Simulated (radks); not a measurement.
Q: The mean radii <r> (bohr) of the occupied orbitals of an atom or ion are listed with their occupations. All-electron calculation, Dirac Kohn-Sham, BLYP, spin-unpolarised, spherical densities, finite nucleus; Fermi nuclear charge, rms radius of each element as measured or else 0.836 A^(1/3) + 0.57 fm. Program: a radial shooting solver on a logarithmic mesh with Libxc functionals.

| orbital | occ. | <r> |
|---|---|---|
| 1s1/2 | 2 | 0.01932 |
| 2s1/2 | 2 | 0.08124 |
| 2p1/2 | 2 | 0.06740 |
| 2p3/2 | 4 | 0.07501 |
| 3s1/2 | 2 | 0.2122 |
| 3p1/2 | 2 | 0.2020 |
| 3p3/2 | 4 | 0.2162 |
| 3d3/2 | 4 | 0.1898 |
| 3d5/2 | 6 | 0.1942 |
| 4s1/2 | 2 | 0.4779 |
| 4p1/2 | 2 | 0.4849 |
| 4p3/2 | 4 | 0.5177 |
| 4d3/2 | 4 | 0.5409 |
| 4d5/2 | 6 | 0.5524 |
| 5s1/2 | 2 | 1.173 |
| 5p1/2 | 2 | 1.318 |
| 5p3/2 | 4 | 1.434 |
| 4f5/2 | 6 | 0.7170 |
| 4f7/2 | 8 | 0.7337 |
| 6s1/2 | 2 | 3.648 |
| 5d3/2 | 1 | 2.858 |

Name the element and its charge. Open shells, if any, fill j = l - 1/2 first.

A: Z = 71, lutetium, charge 0: Lu in [Xe] 4f14 5d1 6s2. The 1s radius gives Z: for a bare nucleus <r> = (2 gamma + 1)/(2Z) with gamma = sqrt(1 - (Z/c)^2), 0.01909 bohr for Z = 71, and screening makes it slightly larger (0.01932 here). The occupations add up to 71, and the charge is Z minus that.
